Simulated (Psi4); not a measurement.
# Worked example: ideal-gas entropy of C2H5FOSi (SMILES FC1CO[SiH2]1)

A singlet with charge 0, relaxed at PBE0-D4/def2-SVP (density fitting) (Psi4 1.11):

```xyz
10

F    -1.8137   -0.3284   -0.8113
C    -0.8777   -0.0894    0.1628
C     0.2950   -1.0925    0.1571
O     1.4297   -0.2307   -0.0105
Si    0.5056    1.1746   -0.2081
H    -1.3903   -0.0217    1.1365
H     0.1850   -1.7891   -0.6925
H     0.3968   -1.6787    1.0859
H     0.8155    2.2398    0.7895
H     0.5158    1.7516   -1.5829
```

Harmonic wavenumbers in cm⁻¹: 90, 251, 394, 537, 570, 659, 718, 813, 855, 899, 977, 1039, 1058, 1151, 1168, 1215, 1320, 1378, 1484, 2242, 2251, 3053, 3097, 3121.

Masses in u: F 18.998, C 12.011, O 15.999, Si 28.085, H 1.008. Take T = 298.15 K, p = 1 bar, R = 8.3145 J/(mol K), kT/hc = 207.22 cm⁻¹, rigid rotor and harmonic oscillator.

Problem. Compute the standard molar entropy.

Solution. 
1. Translation (Sackur–Tetrode): S = R[3/2 ln M + 5/2 ln T − 1.1517] with M = 92.144 gives 165.3 J/(mol K).
2. Rotation: principal moments 74.817, 139.134, 190.699 u Å² give A, B, C = 0.2253, 0.1212, 0.0884 cm⁻¹; the symmetry number is σ = 1; q = (√π/σ)√((kT/hc)³/ABC) = 107613; S = R(ln q + 3/2) = 108.8.
3. Vibration: with u = ν̃/207.22, each mode gives R[u/(eᵘ − 1) − ln(1 − e⁻ᵘ)]; the sum is 37.8, most from 90 cm⁻¹ (15.3), 251 cm⁻¹ (7.2), 394 cm⁻¹ (4.1).
4. Spin and the two mirror images of this shape: R ln 2 = 5.8.
5. Sum: 165.3 + 108.8 + 37.8 + 5.8 = 317.7 J/(mol K).

No measured value is set beside it here. Where a soft mode is a torsion, a harmonic oscillator describes it poorly.
